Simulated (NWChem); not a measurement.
System: C₃H₇N; SMILES C=CCN

The following NWChem deck was run.

```
start job
memory heap 200 mb stack 900 mb global 1100 mb
geometry units angstroms noautosym nocenter noautoz
  C      0.022038     1.853140    -0.234099
  C      0.280567     0.682352     0.349295
  C     -0.524440    -0.567335     0.168240
  N      0.334862    -1.687176    -0.167581
  H     -0.826642     1.977068    -0.915538
  H      0.642573     2.734326    -0.050646
  H      1.145204     0.579842     1.016679
  H     -1.016335    -0.802085     1.130414
  H     -1.344775    -0.366264    -0.554120
  H      0.735263    -1.556934    -1.094714
  H     -0.197177    -2.553622    -0.196722
end
basis spherical
  * library def2-svpd
end
dft
  xc pbe0
  iterations 150
end
property
  response 1 0.0
end
task dft property
```

The geometry was optimised at PBE0/def2-SVP.

Static field.

Q: Give the results of this calculation. (PBE0/def2-SVPD.) Quantities: isotropic polarisability (bohr³); anisotropy (bohr³).

A: 
```
Quantity                          Value
--------------------------------  -----
isotropic polarisability (bohr³)   48.8
anisotropy (bohr³)                 20.5
```
